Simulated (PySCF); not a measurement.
How methods differ on the interval between two levels of Ne³⁺

Ne³⁺ [He] 2s2 2p3 [4S3/2, M_J = 3/2] → Ne³⁺ [He] 2s1 2p4 [4P5/2, M_J = 5/2], as a difference of total energies. Calculation: PySCF 2.14, in x2c-SVPall-2c with one added diffuse shell of s type (4s2p1d, 15 functions); the two-component X2C-1e Hamiltonian. Correlated levels: 1s2 frozen. "Screened" scales the spin-orbit matrix elements by Boettger's factors to mimic the two-electron term; Breit and QED terms are absent.

| method | interval between two levels (cm⁻¹) |
| --- | --- |
| GHF (spin-free) | 177370 |
| GMP2 (spin-free) | 178470 |
| GHF (screened spin-orbit) | 177030 |
| GMP2 (screened spin-orbit) | 178140 |

The labels give the starting determinants; with spin-orbit coupling the two ends relaxed to ⟨J²⟩ = 3.75, ⟨L²⟩ = 0.00, ⟨S²⟩ = 3.75 and ⟨J²⟩ = 8.75, ⟨L²⟩ = 2.00, ⟨S²⟩ = 3.75.
